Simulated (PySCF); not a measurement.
**Structure from 2D NMR**

Compound of formula C$_{3}$H$_{5}$FN$_{2}$Si. Correlations simulated from computed shifts and the bond graph:

HSQC (one-bond C–H):
```
  δH    δC
5.46  99.2
```

HMBC (two and three bonds, from the bond graph):
```
  δH            δC
5.46  195.6, 116.9
5.06   195.6, 99.2
```

Carbons without hydrogens: δ 195.6, 116.9.

Computed data (PySCF): GFN2-xTB geometry, shielding tensors at PBE0/pcSseg-1 (GIAO). One averaged value for each set of equivalent atoms, a single conformation, gas phase, non-relativistic.

Chemical shifts δ = σref − σ; ¹H, ¹³C against TMS, all at this level.

Exchangeable hydrogens are left out of these lists.

**Question.** Assemble the structure.

**Answer.** SMILES N#C/C=C(\F)[SiH2]N.

Structure with atom numbers: `[N:1]#[C:2]/[CH:3]=[C:4](\[F:5])[SiH2:6][NH2:7]`. Hydrogens are named by the atom that carries them.

- δC 195.6 is C4, a fully substituted alkene carbon.
- δC 116.9 is C2, a nitrile carbon.
- δC 99.2 is C3, an alkene CH (δH 5.46).
- HMBC from δH 5.46 reaches the proton-free carbons C4, C2.
- HMBC from δH 5.06 reaches the proton-free carbon C4.

The shifts were computed for this structure.

The OH or NH signal is concentration- and solvent-dependent in practice; the value given is the gas-phase one. Shifts are as computed. Against solution values, carbons near 30 ppm lie about +3 ppm off and those near 130 ppm about +5 ppm. Of 1211 compounds with measured shifts, 218 miss one by over three times the rms of a fit or turn the order of signals round; such compounds aren't used in these exercises.
